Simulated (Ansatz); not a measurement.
`C[O][Zn][O]C` → `C[O][ZnH]` + `C=O` at 298.15 K and 1 bar (β-hydride elimination).

Computed with Ansatz on PBE0-D4/def2-TZVP structures; ΔE is electronic, products minus reactants. CBS: MP2 limit from def2 TZ/QZ plus the TZ coupled-cluster correction, frozen cores. This one scheme is used for every species. For Zn outer-core shells are correlated without core-valence functions, which leaves a few kJ/mol of doubt a bond. Scalar relativity is left out up to krypton. One conformer a species, not always the lowest.

| species | CCSD(T)/CBS energy (Eh) | H − E (kJ/mol) | S (J/(mol·K)) |
| --- | --- | --- | --- |
| `C[O][Zn][O]C` | -2008.43989 | 240.6 | 377.5 |
| `C[O][ZnH]` | -1893.99751 | 140.1 | 300.0 |
| `C=O` | -114.39408 | 80.1 | 218.6 |

H − E and S are ideal-gas, rigid-rotor, harmonic terms from PBE0-D4/def2-TZVP, for one conformer and one mirror image of each species. 1 Eh = 2625.50 kJ/mol, R = 8.31446 J/(mol·K).

By hand: ΔE, ΔH, ΔS and ΔG.

ΔE = (-1893.99751) + (-114.39408) − (-2008.43989) = 0.04830 Eh = 126.8 kJ/mol. Δ(H − E) = 140.1 + 80.1 − 240.6 = -20.4, so ΔH = 106.4 kJ/mol. ΔS = 300.0 + 218.6 − 377.5 = 141.1 J/(mol·K). ΔG = 106.4 − 298.15 × (141.1)/1000 = 64.3 kJ/mol.

By hand: the equilibrium constant, and the temperature at which ΔG would vanish if ΔH and ΔS stayed fixed.

log₁₀ K = −ΔG/(RT ln 10) = -11.3. ΔG = 0 at ΔH/ΔS = 754 K.

The number of gas molecules changes by +1, which sets the sign of ΔS. A doubt of 5 kJ/mol in ΔE shifts log₁₀ K by 0.9 here. Other conformers and mirror images would add mixing entropy, several J/(mol·K) or more a flexible species. Modes under 60 cm⁻¹, often nearly free rotors, make the harmonic entropy too high. These are equilibria of isolated gas molecules and say nothing of rates. Largest T1 diagnostic: 0.017 (customary marks: 0.02 for closed shells, 0.045 for open ones).
